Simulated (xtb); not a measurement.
C₄H₁₀O₂Sb (SMILES CC[O][Sb+][O]CC), charge +1, singlet, from a rough starting geometry; xtb with GFN2-xTB.

Here is a job for xtb.
```
$ xtb mol.xyz --gfn 2 --chrg 1 --opt vtight --json

# file mol.xyz
17

Sb    -0.42095435     1.53246393     0.38604578
O     -0.74613937    -0.29152725     0.48242583
C     -1.75523144    -1.01074141     1.23986211
C     -2.62555592    -0.13347673     1.99900382
H     -2.29851922    -1.57243605     0.42936628
H     -1.25427985    -1.79250197     1.77915007
H     -3.13390584     0.60799356     1.38876745
H     -3.38327564    -0.67327724     2.53424729
H     -2.01808495     0.41124950     2.76075735
O      1.07969815     1.34929335    -0.65860484
C      1.72557988     0.15093139    -1.10718261
C      2.78903647     0.48451207    -2.14238954
H      2.17017712    -0.38076545    -0.24957626
H      0.98855319    -0.49969841    -1.56924238
H      3.50174852     1.18128882    -1.76348049
H      3.33274932    -0.41154337    -2.45874523
H      2.32345846     0.97819627    -3.01646245
```

Question: Predict the main parts of the log of this xtb run.

Answer: 
```
   ID    Z sym.   atoms
    1   51 Sb     1
    2    8 O      2, 10
    3    6 C      3, 4, 11, 12
    4    1 H      5-9, 13-17

           -------------------------------------------------
          |                Calculation Setup                |
           -------------------------------------------------

           -------------------------------------------------
          |                 G F N 2 - x T B                 |
           -------------------------------------------------

          ...................................................
          :                      SETUP                      :
          :.................................................:
          :  # basis functions                  44          :
          :  # atomic orbitals                  43          :
          :  # shells                           25          :
          :  # electrons                        42          :
          :  max. iterations                   250          :
          :  Hamiltonian                  GFN2-xTB          :
          :  restarted?                      false          :
          :  GBSA solvation                  false          :
          :  PC potential                    false          :
          :  electronic temp.          300.0000000     K    :
          :  accuracy                    1.0000000          :
          :  -> integral cutoff          0.2500000E+02      :
          :  -> integral neglect         0.1000000E-07      :
          :  -> SCF convergence          0.1000000E-05 Eh   :
          :  -> wf. convergence          0.1000000E-03 e    :
          :  Broyden damping             0.4000000          :
          :  net charge                          1          :
          :  unpaired electrons                  0          :
          ...................................................

 iter      E             dE          RMSdq      gap      omega  full diag
   1    -23.8160201 -0.238160E+02  0.628E+00    2.46       0.0  T
   2    -23.8345759 -0.185558E-01  0.370E+00    2.32       1.0  T
   3    -23.8003174  0.342585E-01  0.150E+00    1.24       1.0  T
   4    -23.8299199 -0.296025E-01  0.103E+00    2.04       1.0  T
   5    -23.8398248 -0.990492E-02  0.356E-01    1.70       1.0  T
   6    -23.8396958  0.129026E-03  0.205E-01    1.68       1.0  T
   7    -23.8398684 -0.172627E-03  0.112E-01    1.72       1.0  T
   8    -23.8398781 -0.972277E-05  0.570E-02    1.73       1.0  T
   9    -23.8398798 -0.170355E-05  0.971E-03    1.73       2.5  T
  10    -23.8398801 -0.297086E-06  0.452E-03    1.73       5.4  T
  11    -23.8398802 -0.170872E-07  0.114E-03    1.73      21.2  T
  12    -23.8398802 -0.215163E-08  0.300E-04    1.73      80.9  T
  13    -23.8398802 -0.235229E-09  0.835E-05    1.73     290.6  T

   *** convergence criteria satisfied after 13 iterations ***

         :::::::::::::::::::::::::::::::::::::::::::::::::::::
         ::                     SUMMARY                     ::
         :::::::::::::::::::::::::::::::::::::::::::::::::::::
         :: total energy             -23.615672643875 Eh    ::
         :: gradient norm              0.086588022025 Eh/a0 ::
         :: HOMO-LUMO gap              1.729497117085 eV    ::
         ::.................................................::
         :: SCC energy               -23.839903068754 Eh    ::
         :: -> isotropic ES            0.139745136738 Eh    ::
         :: -> anisotropic ES         -0.003164633964 Eh    ::
         :: -> anisotropic XC          0.006479563148 Eh    ::
         :: -> dispersion             -0.009903923591 Eh    ::
         :: repulsion energy           0.224230424879 Eh    ::
         :: add. restraining           0.000000000000 Eh    ::
         :: total charge               1.000000000000 e     ::
         :::::::::::::::::::::::::::::::::::::::::::::::::::::

      -----------------------------------------------------------
     |                   =====================                   |
     |                        A N C O P T                        |
     |                   =====================                   |
     |               Approximate Normal Coordinate               |
     |                Rational Function Optimizer                |
      -----------------------------------------------------------
      -----------------------------------------------------------
     |                   =====================                   |
     |                        A N C O P T                        |
     |                   =====================                   |
     |               Approximate Normal Coordinate               |
     |                Rational Function Optimizer                |
      -----------------------------------------------------------

          ...................................................
          :                      SETUP                      :
          :.................................................:
          :   optimization level         verytight          :
          :   max. optcycles                   340          :
          :   ANC micro-cycles                  20          :
          :   degrees of freedom                45          :
          :.................................................:
          :   RF solver                   davidson          :
          :   write xtbopt.log                true          :
          :   linear?                        false          :
          :   energy convergence         0.1000000E-06 Eh   :
          :   grad. convergence          0.2000000E-03 Eh/α :
          :   maxmium RF displ.          1.0000000          :
          :   Hlow (freq-cutoff)         0.1000000E-01      :
          :   Hmax (freq-cutoff)         5.0000000          :
          :   S6 in model hess.         20.0000000          :
          ...................................................

generating ANC from exact Hessian ...
Using Lindh-Hessian (1995)
[...]
 * total energy  :   -23.6231857 Eh     change       -0.1234153E-02 Eh
 * total energy  :   -23.6233042 Eh     change       -0.1185806E-03 Eh
 * total energy  :   -23.6233435 Eh     change       -0.3927957E-04 Eh
 * total energy  :   -23.6233551 Eh     change       -0.1162019E-04 Eh
 * total energy  :   -23.6233656 Eh     change       -0.1044179E-04 Eh
 * total energy  :   -23.6233777 Eh     change       -0.1215948E-04 Eh
 * total energy  :   -23.6233944 Eh     change       -0.1662294E-04 Eh
 * total energy  :   -23.6234104 Eh     change       -0.1606394E-04 Eh
 * total energy  :   -23.6234169 Eh     change       -0.6499305E-05 Eh
 * total energy  :   -23.6234184 Eh     change       -0.1499113E-05 Eh
 * total energy  :   -23.6234187 Eh     change       -0.3071726E-06 Eh
 * total energy  :   -23.6234188 Eh     change       -0.9770805E-07 Eh
   *** GEOMETRY OPTIMIZATION CONVERGED AFTER 14 ITERATIONS ***
         :: total energy             -23.623418832982 Eh    ::
[...]
          |                Property Printout                |
           -------------------------------------------------

    * Orbital Energies and Occupations

         #    Occupation            Energy/Eh            Energy/eV
      -------------------------------------------------------------
         1        2.0000           -1.1259274             -30.6380
       ...           ...                  ...                  ...
         9        2.0000           -0.7254720             -19.7411
        10        2.0000           -0.7117708             -19.3683
        11        2.0000           -0.7074206             -19.2499
        12        2.0000           -0.6882496             -18.7282
        13        2.0000           -0.6719028             -18.2834
        14        2.0000           -0.6467585             -17.5992
        15        2.0000           -0.6258597             -17.0305
        16        2.0000           -0.6241296             -16.9834
        17        2.0000           -0.6196744             -16.8622
        18        2.0000           -0.6043497             -16.4452
        19        2.0000           -0.5975510             -16.2602
        20        2.0000           -0.5939984             -16.1635
        21        2.0000           -0.5763638             -15.6837 (HOMO)
        22                         -0.5156474             -14.0315 (LUMO)
        23                         -0.4151747             -11.2975
        24                         -0.3519384              -9.5767
        25                         -0.2032357              -5.5303
        26                         -0.1851700              -5.0387
        27                         -0.1425723              -3.8796
        28                         -0.1053414              -2.8665
        29                         -0.0642580              -1.7485
        30                         -0.0382184              -1.0400
        31                         -0.0089653              -0.2440
        32                          0.0083062               0.2260
       ...                                ...                  ...
        43                          0.3528708               9.6021
      -------------------------------------------------------------
                  HL-Gap            0.0607165 Eh            1.6522 eV
             Fermi-level           -0.5460056 Eh          -14.8576 eV

     #   Z          covCN         q      C6AA      α(0)
     1  51 Sb       1.785     0.700   371.247    37.738
     2   8 O        1.636    -0.275    18.582     5.819
     3   6 C        3.769     0.059    19.615     6.312
     4   6 C        3.764    -0.135    23.149     6.858
     5   1 H        0.924     0.111     1.687     2.031
     6   1 H        0.924     0.111     1.684     2.030
     7   1 H        0.924     0.078     2.003     2.213
     8   1 H        0.925     0.105     1.740     2.063
     9   1 H        0.924     0.078     2.001     2.212
    10   8 O        1.637    -0.230    17.843     5.702
    11   6 C        3.771     0.066    19.508     6.294
    12   6 C        3.751    -0.132    23.101     6.854
    13   1 H        0.924     0.103     1.762     2.076
    14   1 H        0.924     0.097     1.808     2.103
    15   1 H        0.925     0.088     1.902     2.157
    16   1 H        0.925     0.091     1.867     2.137
    17   1 H        0.925     0.085     1.929     2.172

 Mol. C6AA /au·bohr⁶  :       3513.700493
 Mol. C8AA /au·bohr⁸  :     144805.884444
 Mol. α(0) /au        :         96.770764

Wiberg/Mayer (AO) data.
largest (>0.10) Wiberg bond orders for each atom

 ---------------------------------------------------------------------------
     #   Z sym  total        # sym  WBO       # sym  WBO       # sym  WBO
 ---------------------------------------------------------------------------
     1  51 Sb   3.263 --    10 O    1.450     2 O    1.381
     2   8 O    2.446 --     1 Sb   1.381     3 C    0.944
     3   6 C    3.901 --     4 C    1.023     2 O    0.944     5 H    0.937
                             6 H    0.936
     4   6 C    3.984 --     3 C    1.023     8 H    0.970     9 H    0.955
                             7 H    0.955
     5   1 H    0.988 --     3 C    0.937
     6   1 H    0.987 --     3 C    0.936
     7   1 H    0.994 --     4 C    0.955
     8   1 H    0.989 --     4 C    0.970
     9   1 H    0.994 --     4 C    0.955
    10   8 O    2.482 --     1 Sb   1.450    11 C    0.913
    11   6 C    3.887 --    12 C    1.010    14 H    0.939    13 H    0.933
                            10 O    0.913
    12   6 C    3.975 --    11 C    1.010    17 H    0.978    15 H    0.978
                            16 H    0.968
    13   1 H    0.989 --    11 C    0.933
    14   1 H    0.990 --    11 C    0.939
    15   1 H    0.992 --    12 C    0.978
    16   1 H    0.992 --    12 C    0.968
    17   1 H    0.993 --    12 C    0.978
 ---------------------------------------------------------------------------

Topologies differ in total number of bonds
Writing topology from bond orders to xtbtopo.mol

molecular dipole:
                 x           y           z       tot (Debye)
 q only:       -0.666       0.874       0.685
   full:       -0.919       1.190       0.926       4.488
molecular quadrupole (traceless):
                xx          xy          yy          xz          yz          zz
 q only:        6.240       0.481      -4.265     -14.566       0.764      -1.975
  q+dip:        4.370      -0.813      -2.719     -10.859       1.716      -1.651
   full:        4.195      -0.660      -2.996     -10.096       1.447      -1.199

optimized geometry written to: xtbopt.xyz

           -------------------------------------------------
          | TOTAL ENERGY              -23.623418832982 Eh   |
          | GRADIENT NORM               0.000163944761 Eh/α |
          | HOMO-LUMO GAP               1.652179818345 eV   |
           -------------------------------------------------

normal termination of xtb
```
